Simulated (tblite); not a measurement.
A tight-binding relaxation on `C[Se]C/C=[CH]/[GeH2][C]#N`.

Computed with GFN2-xTB geometry optimisation, gas phase (tblite 0.8.0). Start geometry: from a force field or distance geometry. The input is one job of a driver script: a line of settings, then coordinates in Å.

Command:
```bash
OMP_NUM_THREADS=1 python probes_run.py task.json out
```

Input:
```
{"job": {"kind": "relax", "xc": "GFN2-xTB", "basis": "xTB"}, "charge": 0, "multiplicity": 1}
C     -3.505000     1.006300     0.234100
Se    -1.618500     1.428000     0.127900
C     -1.127300    -0.461200    -0.071800
C      0.350200    -0.598800    -0.195200
C      1.154200    -0.365300     0.861100
Ge     3.054400    -0.574600     0.685500
C      3.707700     0.600100    -0.656000
N      4.108000     1.317100    -1.467200
H     -4.081200     1.947200     0.364700
H     -3.843000     0.509000    -0.696800
H     -3.712800     0.340800     1.098500
H     -1.515200    -1.048600     0.791500
H     -1.617300    -0.843300    -0.990700
H      0.778500    -0.941900    -1.132100
H      0.743100    -0.034500     1.809300
H      3.381000    -2.037000     0.309000
H      3.736300    -0.231300     2.044200
```

Output:
```
step      E/eV     max force
  0    -631.32554    1.415
  1    -631.35934    4.002
  2    -631.42146    1.537
  3    -631.44617    1.082
  4    -631.45985    0.317
  5    -631.46710    0.294
  6    -631.47320    0.301
  7    -631.47700    0.224
  8    -631.48031    0.143
  9    -631.48386    0.225
... (135 lines left out)
145    -631.59318    0.051
146    -631.59332    0.032
147    -631.59337    0.044
148    -631.59344    0.021
149    -631.59354    0.019
150    -631.59358    0.027
151    -631.59363    0.026
152    -631.59365    0.024
153    -631.59367    0.010
154    -631.59368    0.010
```

«max force» is the largest atomic force in eV/Å.

Problem. From which step on does the largest force stay under 0.1 eV/Å, and how much energy is left to gain from there?

Solution. From step 141 (0.060 eV/Å), 1.2 meV above the end.

Main results: energy lowered by 6.2 kcal/mol over 154 steps; largest atomic force 0.010 eV/Å at the end.

Problem. Where do the atoms end?

Solution. 0.561 Å rms from the input after alignment:
```
atom  x, y, z in Å
C1    -3.7012    0.9781    0.1413
Se2   -1.8371    1.5217    0.3638
C3    -1.0627   -0.2876    0.0286
C4     0.4127   -0.2209   -0.0387
C5     1.2274   -0.7047    0.8941
Ge6    3.1625   -0.6078    0.7833
C7     3.6438    0.1822   -0.8909
N8     3.9231    0.6504   -1.8975
H9    -4.3165    1.8549    0.3217
H10   -3.8565    0.6177   -0.8731
H11   -3.9388    0.2014    0.8645
H12   -1.4092   -0.9333    0.8378
H13   -1.4889   -0.6074   -0.9246
H14    0.8190    0.2787   -0.9115
H15    0.8051   -1.1911    1.7657
H16    3.8179   -1.9604    0.8031
H17    3.7923    0.2403    1.8487
```

Problem. Estimate the wall time. Hardware: one thread of an Arm Neoverse V1, shared host with 32 logical CPUs at a one-minute load of 15.

Solution. About 1.4 s.
Labels such as C1 count atoms from 1, the log's own numbers from 0.
